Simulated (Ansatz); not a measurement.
Geometry optimisation, RKS PBE0-D4/def2-SVP (Ansatz 0.2.0).

input.yaml

```yaml
crystal:
  periodic: [false, false, false]
  atoms:
    - { symbol: Ga, position_ang: [0.065987, -0.397467, 0.1106] }
    - { symbol: H, position_ang: [-0.042409, -0.214039, 1.664433] }
    - { symbol: O, position_ang: [1.684692, -0.540268, -0.597106] }
    - { symbol: H, position_ang: [1.689317, -0.646821, -1.554377] }
    - { symbol: O, position_ang: [-1.293875, -0.58514, -1.016765] }
    - { symbol: H, position_ang: [-2.164917, -0.470353, -0.625851] }
    - { symbol: F, position_ang: [-0.046643, 2.321267, 1.093783] }
    - { symbol: H, position_ang: [0.035647, 1.64582, 1.721184] }
basis:
  gaussian: { orbitals: def2-SVP }
hamiltonian:
  xc: pbe0
  dispersion: d4
relax:
  f_tol: 0.03
  max_steps: 50
```

Command:

```bash
$ ansatz run input.yaml --threads 2 --pin off --max-ram 3072MiB --backend cpu --events-out ev --progress --plain --runs-dir out
```

Where does it end, and by what steps?

It converged. After 40 steps the energy has fallen by 1.233 eV; H8 moved furthest, 2.39 Å. Parted: F7–H8. Joined: Ga1–F7, O3–H8.

```csv
step,energy less start (eV),largest force component (eV/Å),accepted
0,0.0000,0.223,yes
2,-0.0787,0.780,yes
4,-0.1252,0.256,yes
6,-0.1362,0.108,yes
8,-0.1522,0.105,yes
10,-0.1607,0.068,yes
12,-0.1825,0.206,yes
14,-0.1939,0.165,yes
16,-0.2258,1.411,yes
18,-0.3237,1.447,yes
20,-0.5478,0.797,yes
22,-0.6043,0.432,yes
24,-0.6570,0.349,yes
26,-0.7578,1.349,yes
28,-0.9714,2.330,yes
30,-1.1471,0.722,yes
32,-1.2090,0.194,yes
34,-1.2232,0.165,yes
36,-1.2287,0.060,yes
38,-1.2319,0.100,yes
40,-1.2326,0.024,yes
```

```xyz
8
Properties=species:S:1:pos:R:3
Ga -0.430 -0.003 0.808
H -0.474 -1.079 1.924
O 1.409 0.200 -0.176
H 0.986 0.124 -1.053
O -1.078 -0.168 -0.876
H -1.761 -0.824 -1.034
F -0.291 1.713 1.249
H 1.566 1.149 -0.046
```

Time of the run: 77 s on 2 threads of AMD EPYC 7R43 64-Core Processor (Zen 3), on a shared host, peak memory 0.21 GiB.
